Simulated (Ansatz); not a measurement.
Molecule: sum formula SiBrCl, charge 1, multiplicity 2. 
Structure (B3LYP-D3(BJ)/def2-TZVP (Ansatz, an electronic-structure program) minimum search):
```xyz
3

Si    -0.3496     0.3841     0.8126
Br     0.9299    -0.9359    -0.2887
Cl    -1.6265     1.6105    -0.0749
```
Charge +1, spin multiplicity 2.

Parts of the frozen-core correlation energy in def2-TZVPP (Ansatz, hartree). Frozen orbitals: 24; correlated occupied orbitals by spin: 9 and 8; virtual: 99 and 100. UHF or UKS for open shells. No spin-orbit coupling. Non-relativistic.

```
term                             value
-------------------------  -----------
reference (HF)             -3320.62564
MP2 opposite-spin           (withheld)
MP2 same-spin                 -0.10572
CCSD correlation            (withheld)
(T)                         (withheld)
T1 diagnostic                    0.020
largest doubles amplitude        0.033
<S^2> of the reference           0.764
```

Problem. Complete the blanks.

Solution. 
- MP2 opposite-spin, value: -0.31071
- CCSD correlation, value: -0.45098
- (T), value: -0.02243
